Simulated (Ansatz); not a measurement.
`C#C[SiH2]F` → `C#C` + `F[SiH]` at 298.15 K and 1 bar (silylene formation by 1,1-elimination).

Computed with Ansatz on PBE0-D4/def2-TZVP structures; ΔE is electronic, products minus reactants. CCSD(T)/CBS is extrapolated from def2-TZVPP and def2-QZVPP, frozen cores.

```csv
species,CCSD(T)/CBS energy (Eh),H − E (kJ/mol),S (J/(mol·K))
`C#C[SiH2]F`,-466.77700,118.6,299.0
`C#C`,-77.22259,80.8,200.2
`F[SiH]`,-389.46051,32.3,239.1
```

H − E and S are ideal-gas, rigid-rotor, harmonic terms from PBE0-D4/def2-TZVP. 1 Eh = 2625.50 kJ/mol, R = 8.31446 J/(mol·K).

**Question.** By hand: ΔE, ΔH, ΔS and ΔG.

**Answer.** ΔE = (-77.22259) + (-389.46051) − (-466.77700) = 0.09390 Eh = 246.5 kJ/mol. Δ(H − E) = 80.8 + 32.3 − 118.6 = -5.5, so ΔH = 241.0 kJ/mol. ΔS = 200.2 + 239.1 − 299.0 = 140.3 J/(mol·K). ΔG = 241.0 − 298.15 × (140.3)/1000 = 199.2 kJ/mol.

**Question.** By hand: the equilibrium constant, and the temperature at which ΔG would vanish if ΔH and ΔS stayed fixed.

**Answer.** log₁₀ K = −ΔG/(RT ln 10) = -34.9. ΔG = 0 at ΔH/ΔS = 1718 K.

The number of gas molecules changes by +1, which sets the sign of ΔS. A doubt of 5 kJ/mol in ΔE shifts log₁₀ K by 0.9 here. These are equilibria of isolated gas molecules and say nothing of rates. Largest T1 diagnostic: 0.015 (customary marks: 0.02 for closed shells, 0.045 for open ones).
